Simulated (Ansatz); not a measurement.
The cluster Cu₂O₂⁺. Total charge 1; doublet. Geometry PBE-D4/def2-SVP; atoms count from 1.

```
atom   x (Å)   y (Å)   z (Å)
 Cu1   1.732   0.016   0.397
 Cu2  -1.731  -0.016  -0.397
  O3   0.085   0.652  -0.398
  O4  -0.086  -0.652   0.398
```

The structure holds 1 bond(s) between oxygen atoms. No other spin state of charge 1 was run. Another isomer (doublet) lies 0.40 eV lower at PBE-D4/def2-TZVP; other spin states weren't run for this one.

Estimate the Mulliken populations from the PBE0/def2-TZVP orbitals of Ansatz.


```
atom  charge (e)  spin (α − β)  d electrons
 Cu1        0.78          0.18         9.81
 Cu2        0.78          0.18         9.81
  O3       -0.28          0.32            –
  O4       -0.28          0.32            –
```
Mulliken values and Mayer orders depend strongly on the basis.

Where does the spin sit?

Summed by element: Cu 0.35, O 0.65, of 1 unpaired in all. Largest on single atoms: O3 0.32, O4 0.32, Cu2 0.18.

And the Mayer bond orders between bonded heavy atoms (over 0.3)?

Cu1–O3 0.46 (1.94 Å); Cu1–O4 0.46 (1.94 Å); Cu2–O3 0.46 (1.94 Å); Cu2–O4 0.46 (1.94 Å); O3–O4 0.84 (1.54 Å).
